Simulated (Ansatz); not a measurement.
Consider the formal exchange of groups at the Si–C bond: `OBC[SiH3]` + `[BH2][SnH2][CH3]` → `[CH3][SnH2][BH][SiH3]` + `CBO`.

Gas-phase electronic energies from Ansatz, PBE0-D4/def2-TZVP geometries. CCSD(T)/CBS is the MP2 limit (def2-TZVPP, def2-QZVPP) plus CCSD(T) − MP2 in def2-TZVPP, frozen cores. DFT in def2-TZVPP. B3LYP here is the variant with VWN-RPA as its local correlation; programs differ in this. def2 core potentials past Kr. For Sn outer-core shells are correlated without core-valence functions, which leaves a few kJ/mol of doubt a bond. One conformer a species, not always the lowest.

Question: Is it downhill or uphill in electronic energy at CCSD(T)/CBS, and by how much? (Estimate.)

Answer: The calculation gave: Uphill: ΔE = +0.12 eV.

Question: What do these levels give: PBE-D4, B3LYP-D4, ωB97X-V, B2PLYP, PBE, r2SCAN, B3LYP, MP2/def2-TZVPP, SCS-MP2/def2-TZVPP, HF/def2-QZVPP, MP2/CBS(def2), CCSD/CBS(def2)? (Estimate.)

Answer: Ansatz gave: PBE-D4 0.02, B3LYP-D4 0.11, ωB97X-V 0.14, B2PLYP 0.16, PBE 0.03, r2SCAN 0.10, B3LYP 0.12, MP2/def2-TZVPP 0.21, SCS-MP2/def2-TZVPP 0.21, HF/def2-QZVPP 0.23, MP2/CBS(def2) 0.19, CCSD/CBS(def2) 0.13 eV.

Largest T1 diagnostic among the species: 0.013.

From PBE to PBE0 (25 % exact exchange), in def2-TZVPP and without D4, ΔE moves by +0.05 eV.
